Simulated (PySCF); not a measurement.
Löwdin shares of the frontier orbitals

Species: C4H2F2O.
Geometry (GFN2-xTB, Å), atoms numbered from 1 in this order:
```xyz
9
C4H2F2O angstrom
F     -2.2281   -1.1144   -0.0111
C     -1.0523   -0.5409   -0.2011
C     -0.7227    0.7384   -0.4961
C      0.7006    0.7448   -0.5773
C      1.0735   -0.5312   -0.3221
F      2.2688   -1.0931   -0.2675
O      0.0241   -1.3381   -0.0889
H     -1.3866    1.5640   -0.6369
H      1.3363    1.5763   -0.7931
```

Level of theory: TDDFT PBE0/def2-SVPD, vertical, gas phase, core orbitals frozen in the response in PySCF 2.14.0, density-fitted response routines.

Kohn–Sham orbitals with the atoms that hold most of them (Löwdin shares over 4%, at most four atoms; ? is withheld):

| orbital | ε (eV) | atoms |
| --- | --- | --- |
| LUMO+2 | 1.30 | O7 18%, F6 15%, F1 15%, C5 11% |
| LUMO+1 | 0.60 | C5 23%, C2 23%, C4 12%, C3 12% |
| LUMO | 0.12 | C2 20%, C5 20%, O7 18%, C3 14% |
| HOMO | -6.77 | ? |
| HOMO-1 | -8.94 | ? |
| HOMO-2 | -11.90 | C4 19%, C3 19%, F6 18%, F1 17% |
| HOMO-3 | -11.92 | F1 22%, F6 21%, C4 12%, C3 12% |

Q: Which atoms hold the HOMO-1, and with what shares?

A: C3 (bonded to 2 C and H) 28%; C4 (bonded to 2 C and H) 28%; O7 (bonded to 2 C) 21%; C2 (bonded to C, F and O) 8%. By element: carbon 65% or more, oxygen 21%.

Q: Which atoms hold the HOMO, and with what shares?

A: C5 (bonded to C, F and O) 22%; C2 (bonded to C, F and O) 22%; C4 (bonded to 2 C and H) 15%; C3 (bonded to 2 C and H) 15%.

Q: The HOMO–LUMO gap is 6.88 eV. Where does the response calculation put the lowest singlet, and from which orbitals?

A: S1 is at 6.09 eV (f = 0.0000), 0.79 eV below the gap, made of HOMO→LUMO+1 (99%). Its leading pair isn't HOMO and LUMO; the energies of that pair differ by 7.36 eV. Without the coupling terms of the response equations the lowest excitation would equal the gap.

Q: One configuration dominates each of S1 and S2. Which, and how do the shares of the two leading atoms of either orbital change from the occupied to the empty one?

A: 
- S1 (6.09 eV, f 0.0000), HOMO→LUMO+1 (99%): C5 22% → 23%, C2 22% → 23%
- S2 (6.30 eV, f 0.129), HOMO→LUMO (98%): C5 22% → 20%, C2 22% → 20%
